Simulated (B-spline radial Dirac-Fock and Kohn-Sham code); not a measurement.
Ionisation of each subshell: Pb²⁺

System: lead as Pb²⁺, configuration [Xe] 4f14 5d10 6s2, inside a Watson sphere of charge -2 and radius 2.4 Å (a model of the Madelung potential; inside it an electron's potential energy is raised by 12.0 eV); nuclear rms radius 5.5012 fm (A = 208).

Level of theory: Dirac-Fock ΔSCF + Breit + QED; a B-spline atomic structure program. The model has no electron correlation. Energies are counted from the vacuum level.

All terms are in eV, carry their sign (relaxation lowers the binding energy) and add up to the binding energy; ⟨r⟩ is the mean radius of the orbital in the initial state.

```csv
subshell,−ε (Koopmans),relaxation,Gaunt,retardation,QED,binding energy,⟨r⟩ (bohr)
1s,88602.1,-95.21,-356.55,33.49,-170.88,88013.0,0.016
2s,16002.0,-57.14,-40.74,3.00,-26.34,15880.8,0.067
2p1/2,15338.1,-62.20,-69.66,7.18,-0.79,15212.6,0.055
2p3/2,13145.2,-57.98,-46.39,10.36,-2.98,13048.2,0.064
3s,3916.6,-32.05,-7.55,0.51,-6.16,3871.3,0.174
3p1/2,3618.6,-33.35,-13.22,1.16,-0.34,3572.8,0.164
3p3/2,3123.1,-31.03,-8.40,1.99,-0.76,3084.9,0.181
3d3/2,2639.2,-34.25,-5.79,0.53,0.47,2600.1,0.157
3d5/2,2534.7,-33.44,-3.95,0.58,0.19,2498.1,0.162
4s,929.6,-13.74,-1.56,0.10,-1.54,912.9,0.384
4p1/2,799.7,-13.74,-2.83,0.24,-0.05,783.3,0.386
4p3/2,676.8,-12.41,-1.60,0.44,-0.15,663.1,0.418
4d3/2,465.2,-12.34,-0.78,0.06,0.13,452.3,0.424
4d5/2,442.0,-11.92,-0.38,0.07,0.07,429.8,0.434
4f5/2,166.3,-11.91,0.22,-0.07,0.10,154.6,0.449
4f7/2,161.0,-11.68,0.39,-0.07,0.08,149.8,0.455
5s,172.0,-3.85,-0.24,0.01,-0.30,167.6,0.864
5p1/2,125.6,-3.51,-0.43,0.03,0.01,121.7,0.925
5p3/2,102.6,-2.92,-0.20,0.07,-0.01,99.49,1.011
5d3/2,35.68,-2.03,-0.02,0.00,0.03,33.67,1.254
5d5/2,32.90,-1.85,0.03,0.00,0.02,31.11,1.299
6s,18.19,-0.32,-0.03,0.00,-0.04,17.80,2.238
```

For the deepest level, K (1s), the Breit terms make up -0.367 % of the binding energy, QED -0.194 % and orbital relaxation -0.108 %.

Spin-orbit splittings: 2p 2164.4 eV, 3p 488.0 eV, 3d 102.1 eV, 4p 120.2 eV, 4d 22.43 eV, 4f 4.84 eV, 5p 22.17 eV, 5d 2.56 eV.

Values without a named source are computed, but for edge energies of neutral atoms, which are taken from tables.
